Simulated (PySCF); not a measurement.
A run for PySCF: R-B3LYP/LANL2DZ on CH7ISi (a complex).

```python
from pyscf import gto, scf, dft, mp
from pyscf.data.elements import chemcore

mol = gto.M(
    atom='''
    Si    0.14233455    0.04488763   -0.03849590
    H     1.28925140   -0.85688103    0.19584535
    H     0.23097372    1.21991516    0.85687301
    H    -1.12633037   -0.67199949    0.21983356
    H     0.15633337    0.50878878   -1.44607821
    C    -1.92127765    0.35523479    3.33690883
    I    -0.27238339   -0.95017105    3.80882752
    H    -2.50357481   -0.12974691    2.56225104
    H    -2.49789993    0.49074389    4.24442621
    H    -1.50046254    1.29077138    2.98747393
    ''',
    basis='lanl2dz',
    ecp={'I': 'lanl2dz', 'Si': 'lanl2dz'},
    charge=0, spin=0, verbose=3, max_memory=1800)
mf = dft.RKS(mol, xc='b3lyp')
mf.conv_tol = 1e-8
mf.max_cycle = 100
mf.kernel()
if not mf.converged:
    mf = mf.newton().run(mf.mo_coeff, mf.mo_occ)
```

It printed:

```
converged SCF energy = -57.5543847625449
```

Self-consistency was reached.

Cost: about 2.2 core-seconds (a rough figure).
